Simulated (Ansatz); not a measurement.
The cluster ZrO2⁺. Total charge 1; doublet. Geometry PBE0-D4/def2-TZVP, that of the neutral singlet; atoms count from 1.

```xyz
3

Zr    0.468   -0.477   -0.174
O     0.447    0.457    1.319
O    -0.915    0.020   -1.144
```

In the def2 sets Zr takes a core potential; there is no spin–orbit coupling. The structure comes from a short search, and lower isomers may exist.

Question: Estimate the Mulliken populations from the PBE0/def2-TZVP orbitals of Ansatz.

Answer: 
```
atom  charge (e)  spin (α − β)  d electrons
 Zr1        1.64         -0.28         2.14
  O2       -0.32          0.64            –
  O3       -0.32          0.64            –
```
Mulliken values and Mayer orders depend strongly on the basis.

Question: Where does the spin sit?

Answer: Summed by element: Zr -0.28, O 1.28, of 1 unpaired in all. Largest on single atoms: O2 0.64, O3 0.64, Zr1 -0.28.

Question: And the Mayer bond orders between bonded heavy atoms (over 0.3)?

Answer: Zr1–O2 1.77 (1.76 Å); Zr1–O3 1.77 (1.76 Å).
